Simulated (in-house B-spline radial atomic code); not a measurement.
Configurations of Al3+, with energies counted from [He] 2s2 2p6. Computed with a B-spline radial code for spherical atoms: non-relativistic HSE06, spin-polarised, spherical fractional occupations, exact exchange averaged over the configuration, point nucleus. Shells without spins written out take the highest spin.

Occupations are held fixed; configurations that lie above the ionisation limit could autoionise.

```json
{"configuration": "[He] 2s2 2p5 3s1", "E - E(ref) (eV)": "76.439", "highest orbital": "3s up", "its <r> (bohr)": "1.915"}
{"configuration": "[He] 2s2 2p5 3p1", "E - E(ref) (eV)": "84.3", "highest orbital": "3p up", "its <r> (bohr)": "2.095"}
{"configuration": "[He] 2s1 2p6 3s1", "E - E(ref) (eV)": "115.96", "highest orbital": "3s up", "its <r> (bohr)": "1.917"}
```

Q: Order these further configurations by energy, lowest first.
A. [He] 2s2 2p5 3d1
B. [He] 2s1 2p6 3d1
C. [He] 2s1 2p6 3p1

A: A (94.437 eV), C (123.87 eV), B (133.89 eV).
